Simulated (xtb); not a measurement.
HCl₃Si (SMILES Cl[SiH](Cl)Cl), singlet, at a GFN2-xTB geometry; GFN2-xTB with ALPB(water) in xtb.

Here is a job for xtb.
```
$ xtb mol.xyz --gfn 2 --chrg 0 --uhf 0 --alpb water --json

# file mol.xyz
5

Si     0.02863441    -0.01627765     0.49106656
Cl    -1.24158057    -1.43679456    -0.14881741
Cl    -0.64009829     1.79232122    -0.07685298
Cl     1.85144867    -0.33834186    -0.29276296
H      0.11303141    -0.06425436     1.93843503
```

What does xtb print? Leave out banner, timings and long lists.


```
   ID    Z sym.   atoms
    1   14 Si     1
    2   17 Cl     2-4
    3    1 H      5

           -------------------------------------------------
          |                Calculation Setup                |
           -------------------------------------------------

           -------------------------------------------------
          |                 G F N 2 - x T B                 |
           -------------------------------------------------

      * Solvation model:               ALPB
        Solvent                        water
        Parameter file                 internal GFN2-xTB/ALPB
        Dielectric constant                8.0200E+01
        Reference state                gsolv [1 M gas/solution]
        Free energy shift                  1.0808E-03 Eh       6.7819E-01 kcal/mol
        Temperature                        2.9815E+02 K
        Density                            1.0000E+00 kg/L
        Solvent mass                       1.8000E+01 g/mol
        Interaction kernel             P16
        Born radius scaling (c1)           1.4744E+00
        Born radii integrator          GBOBC
        Born offset                        0.0000E+00 a0       0.0000E+00 AA
        H-bond correction              true
        Ion screening                  false
        Surface tension                    1.0000E-05 Eh       1.5569E+01 dyn/cm
        Grid points                               230 per atom

          ...................................................
          :                      SETUP                      :
          :.................................................:
          :  # basis functions                  41          :
          :  # atomic orbitals                  37          :
          :  # shells                           13          :
          :  # electrons                        26          :
          :  max. iterations                   250          :
          :  Hamiltonian                  GFN2-xTB          :
          :  restarted?                      false          :
          :  GBSA solvation                   true          :
          :  PC potential                    false          :
          :  electronic temp.          300.0000000     K    :
          :  accuracy                    1.0000000          :
          :  -> integral cutoff          0.2500000E+02      :
          :  -> integral neglect         0.1000000E-07      :
          :  -> SCF convergence          0.1000000E-05 Eh   :
          :  -> wf. convergence          0.1000000E-03 e    :
          :  Broyden damping             0.4000000          :
          :  net charge                          0          :
          :  unpaired electrons                  0          :
          ...................................................

 iter      E             dE          RMSdq      gap      omega  full diag
   1    -15.9443205 -0.159443E+02  0.904E+00    7.87       0.0  T
   2    -16.0349753 -0.906547E-01  0.330E+00    6.30       1.0  T
   3    -16.0414634 -0.648815E-02  0.307E+00    7.07       1.0  T
   4    -16.0517215 -0.102581E-01  0.951E-01    6.52       1.0  T
   5    -16.0392248  0.124967E-01  0.199E+00    6.26       1.0  T
   6    -16.0526156 -0.133908E-01  0.526E-01    6.79       1.0  T
   7    -16.0531998 -0.584161E-03  0.336E-01    6.75       1.0  T
   8    -16.0535942 -0.394497E-03  0.422E-02    6.69       1.1  T
   9    -16.0535996 -0.534812E-05  0.843E-03    6.68       5.3  T
  10    -16.0535954  0.424009E-05  0.355E-02    6.67       1.3  T
  11    -16.0535997 -0.431570E-05  0.494E-03    6.68       9.0  T
  12    -16.0535998 -0.866617E-07  0.584E-04    6.68      76.5  T
  13    -16.0535998 -0.763603E-09  0.173E-04    6.68     258.8  T

   *** convergence criteria satisfied after 13 iterations ***

         :::::::::::::::::::::::::::::::::::::::::::::::::::::
         ::                     SUMMARY                     ::
         :::::::::::::::::::::::::::::::::::::::::::::::::::::
         :: total energy             -16.021493130200 Eh    ::
         :: total w/o Gsasa/hb       -16.023064922010 Eh    ::
         :: gradient norm              0.005706581114 Eh/a0 ::
         :: HOMO-LUMO gap              6.680539130763 eV    ::
         ::.................................................::
         :: SCC energy               -16.053598402847 Eh    ::
         :: -> isotropic ES            0.031538197014 Eh    ::
         :: -> anisotropic ES         -0.000601715566 Eh    ::
         :: -> anisotropic XC          0.000037475863 Eh    ::
         :: -> dispersion             -0.004767746001 Eh    ::
         :: -> Gsolv                  -0.001440726015 Eh    ::
         ::    -> Gelec               -0.003012517825 Eh    ::
         ::    -> Gsasa                0.000522748981 Eh    ::
         ::    -> Ghb                 -0.000031716868 Eh    ::
         ::    -> Gshift               0.001080759698 Eh    ::
         :: repulsion energy           0.032105272647 Eh    ::
         :: add. restraining           0.000000000000 Eh    ::
         :: total charge               0.000000000000 e     ::
         :::::::::::::::::::::::::::::::::::::::::::::::::::::

           -------------------------------------------------
          |                Property Printout                |
           -------------------------------------------------

    * Orbital Energies and Occupations

         #    Occupation            Energy/Eh            Energy/eV
      -------------------------------------------------------------
         1        2.0000           -1.0900749             -29.6624
         2        2.0000           -1.0664769             -29.0203
         3        2.0000           -1.0664769             -29.0203
         4        2.0000           -0.7022016             -19.1079
         5        2.0000           -0.4958847             -13.4937
         6        2.0000           -0.4958847             -13.4937
         7        2.0000           -0.4943310             -13.4514
         8        2.0000           -0.4603945             -12.5280
         9        2.0000           -0.4603945             -12.5280
        10        2.0000           -0.4507117             -12.2645
        11        2.0000           -0.4507117             -12.2645
        12        2.0000           -0.4472538             -12.1704
        13        2.0000           -0.4453912             -12.1197 (HOMO)
        14                         -0.1998859              -5.4392 (LUMO)
        15                         -0.1998859              -5.4392
        16                         -0.1804348              -4.9099
        17                         -0.0812558              -2.2111
        18                         -0.0447684              -1.2182
        19                         -0.0447684              -1.2182
        20                         -0.0057790              -0.1573
        21                         -0.0057790              -0.1573
        22                         -0.0016447              -0.0448
        23                         -0.0003049              -0.0083
        24                         -0.0002242              -0.0061
       ...                                ...                  ...
        37                          0.7522299              20.4692
      -------------------------------------------------------------
                  HL-Gap            0.2455053 Eh            6.6805 eV
             Fermi-level           -0.3226386 Eh           -8.7794 eV

     #   Z          covCN         q      C6AA      α(0)
     1  14 Si       3.335     0.551   113.073    21.330
     2  17 Cl       0.814    -0.193   105.136    15.686
     3  17 Cl       0.814    -0.193   105.136    15.686
     4  17 Cl       0.814    -0.193   105.136    15.686
     5   1 H        0.921     0.029     2.600     2.522

 Mol. C6AA /au·bohr⁶  :       1826.905320
 Mol. C8AA /au·bohr⁸  :      85359.554067
 Mol. α(0) /au        :         70.908134

Wiberg/Mayer (AO) data.
largest (>0.10) Wiberg bond orders for each atom

 ---------------------------------------------------------------------------
     #   Z sym  total        # sym  WBO       # sym  WBO       # sym  WBO
 ---------------------------------------------------------------------------
     1  14 Si   4.235 --     2 Cl   1.124     3 Cl   1.124     4 Cl   1.124
                             5 H    0.863
     2  17 Cl   1.274 --     1 Si   1.124
     3  17 Cl   1.274 --     1 Si   1.124
     4  17 Cl   1.274 --     1 Si   1.124
     5   1 H    0.999 --     1 Si   0.863
 ---------------------------------------------------------------------------

Topologies differ in total number of bonds
Writing topology from bond orders to xtbtopo.mol

molecular dipole:
                 x           y           z       tot (Debye)
 q only:        0.047      -0.027       0.807
   full:        0.031      -0.018       0.532       1.354
molecular quadrupole (traceless):
                xx          xy          yy          xz          yz          zz
 q only:       -2.244      -0.013      -2.260       0.395      -0.224       4.503
  q+dip:       -2.562      -0.015      -2.579       0.451      -0.256       5.141
   full:       -2.044      -0.012      -2.058       0.360      -0.204       4.101

           -------------------------------------------------
          | TOTAL ENERGY              -16.021493130200 Eh   |
          | GRADIENT NORM               0.005706581114 Eh/α |
          | HOMO-LUMO GAP               6.680539130763 eV   |
           -------------------------------------------------

normal termination of xtb
```
